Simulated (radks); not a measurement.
Results of a calculation; reference values are marked as such.
Isoelectronic series with 18 electrons, each ion in its NIST ground configuration. Level of theory: Dirac Kohn-Sham, PBE, spin-unpolarised, spherical densities, point nucleus (a radial shooting solver on a logarithmic mesh with Libxc functionals). Total energies (hartree) and mean radii <r> (bohr):

| ion | configuration | E (hartree) | 3p3/2 | 3p1/2 | 3s1/2 |
|---|---|---|---|---|---|
| Ar | [Ar] | -529.23208 | 1.668 | 1.657 | 1.406 |
| Sc3+ | [Ar] | -762.42608 | 1.132 | 1.125 | 1.056 |
| Cr6+ | [Ar] | -1040.95371 | 0.8740 | 0.8678 | 0.8457 |
| Co9+ | [Ar] | -1365.06427 | 0.7157 | 0.7097 | 0.7062 |
| Zn12+ | [Ar] | -1735.14913 | 0.6073 | 0.6011 | 0.6063 |
| As15+ | [Ar] | -2151.69333 | 0.5278 | 0.5215 | 0.5311 |
| Kr18+ | [Ar] | -2615.26492 | 0.4670 | 0.4603 | 0.4722 |
| Mo24+ | [Ar] | -3686.17631 | 0.3795 | 0.3722 | 0.3859 |
